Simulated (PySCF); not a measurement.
C2H5AlCl2O, SMILES CC[O][Al]([Cl])[Cl]. Atoms are numbered in the order given.

```xyz
11

Al    -0.1058     0.4641     0.1592
Cl     1.2010     0.9441    -1.3984
Cl    -1.4986     1.8656     0.8073
O     -0.0593    -1.0338     0.9125
C      0.5733    -2.2713     0.7427
C      0.2007    -2.9246    -0.5720
H      1.6713    -2.1531     0.8042
H      0.2774    -2.9209     1.5844
H      0.5317    -2.3077    -1.4231
H      0.6738    -3.9138    -0.6688
H     -0.8899    -3.0576    -0.6416
```

Coordinates come from a PBE0-D3(BJ)/def2-SVP optimisation. Other conformers were not sampled.

Computed with PBE0-D3(BJ)/def2-SVP run with PySCF.

Frequencies are harmonic and unscaled.

Problem. Give all harmonic wavenumbers and intensities. (An estimate is asked for; the answer gives what the named calculation found.)

Solution. 
```tsv
mode	ν (cm⁻¹)	IR (km/mol)	Raman (Å⁴/amu)	depolarisation	moving atoms (share of kinetic energy)
1	29	0.2	0.2	0.75	C 42 %, H 37 %, Cl 15 %
2	62	0.3	0.1	0.69	C 35 %, O 27 %, Cl 17 %, H 17 %
3	67	2.8	0.9	0.75	Cl 33 %, C 26 %, H 26 %, O 9 %
4	147	7.7	1.7	0.72	Cl 68 %, Al 14 %, O 9 %
5	207	15.4	1.1	0.70	Cl 27 %, O 25 %, Al 22 %, H 14 %, C 12 %
6	228	45.8	0.3	0.75	Al 60 %, O 17 %, Cl 11 %, H 9 %
7	296	5.3	0.4	0.23	H 77 %, O 11 %
8	419	12.0	9.5	0.08	Cl 63 %, O 24 %
9	449	16.6	0.8	0.20	O 35 %, C 30 %, H 27 %
10	634	188.8	1.0	0.71	Al 69 %, Cl 31 %
11	760	69.3	4.9	0.23	Al 47 %, C 23 %, H 14 %, O 13 %
12	808	0.5	0.3	0.74	H 92 %
13	961	25.4	5.4	0.75	H 47 %, C 36 %, O 11 %
14	1113	5.9	3.6	0.29	C 56 %, H 42 %
15	1175	6.8	0.5	0.61	H 59 %, C 38 %
16	1248	380.0	5.2	0.22	O 50 %, C 37 %, H 9 %
17	1312	23.0	8.2	0.71	H 89 %
18	1375	2.3	1.5	0.63	H 80 %, C 19 %
19	1416	33.6	4.7	0.59	H 71 %, C 27 %
20	1457	7.5	18.8	0.72	H 97 %
21	1473	0.1	19.8	0.73	H 95 %
22	1504	1.9	6.5	0.71	H 92 %
23	3032	65.1	123.9	0.11	H 94 %
24	3052	9.4	142.4	0.02	H 97 %
25	3088	26.9	136.5	0.63	H 90 %, C 10 %
26	3150	23.2	39.2	0.55	H 90 %, C 10 %
27	3158	16.4	83.7	0.69	H 90 %, C 10 %
```
